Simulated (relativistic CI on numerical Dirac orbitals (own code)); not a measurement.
# Nd3+: 4p photoemission

Computed with this model: Dirac-Coulomb-Breit CI, KLI orbitals optimised for each configuration, QED by a radiative potential, multiplet model of photoemission in the sudden approximation, unscaled Slater integrals; configurations [Xe] 4f3 → [Ar] 3d10 4s2 4p5 4d10 4f3 5s2 5p6; 300 K; Lorentzian 1.75 eV and Gaussian 0.7 eV FWHM. Energies are those of the free ion, without screening or charge transfer. The energies are binding energies and can lie tens of eV above those of solids. S is read from ⟨S²⟩ = S(S + 1).

free ion: ground-state S = 1.48, centroid 281.56 eV. Peaks (eV, height): 270.0 (80), 273.0 (100), 296.2 (63), 302.4 (40).

Strongest unbroadened transitions for free ion:

| Energy (eV) | Relative strength |
| --- | --- |
| 269.79 | 71.5 |
| 270.05 | 42.9 |
| 270.36 | 13.0 |
| 272.61 | 61.9 |
| 272.66 | 32.4 |
| 272.72 | 12.7 |
| 273.23 | 19.8 |
| 273.82 | 62.6 |
| 273.92 | 13.3 |
| 275.48 | 18.0 |
| 276.29 | 10.5 |
| 277.06 | 11.1 |
| 277.70 | 10.4 |
| 296.17 | 100.0 |
| 297.39 | 11.4 |
| 297.62 | 18.9 |
| 302.00 | 39.6 |
| 302.84 | 28.3 |
